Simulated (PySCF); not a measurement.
## Excitation energy of Co by level of theory

Co [Ar] 3d7 4s2 (4F) → Co [Ar] 3d8 4s1 (4F), as a difference of total energies. Computed with PySCF 2.14 in x2c-QZVPPall with one added diffuse shell each of s, p, d, f, g type (12s8p6d5f3g, 128 functions), with scalar relativity by spin-free X2C-1e. Correlated levels: valence: [Ar] frozen; valence and next inner shell: [Ne] frozen. The calculations carry no spin-orbit coupling.

```csv
method,excitation energy (cm⁻¹),error (cm⁻¹)
UHF,15711,+12346
LDA,-3161.6,-6526
PBE,-2201.5,-5566
PBE0,1673.9,-1691
r2SCAN,-381.44,-3746
B2PLYP,2572.4,-792
PBEsol,-2860.7,-6225
LC-wPBE,-2330.6,-5695
MP2 (valence),1202.6,-2162
SCS-MP2 (valence),2995.6,-369
MP2 (valence and next inner shell),-2591.2,-5956
SCS-MP2 (valence and next inner shell),330.49,-3034
```

Reference: 3364.5 cm⁻¹ (measured; NIST levels, between the centres of gravity of the two terms).

Errors of the correlated levels include the incompleteness of this basis and the frozen core.
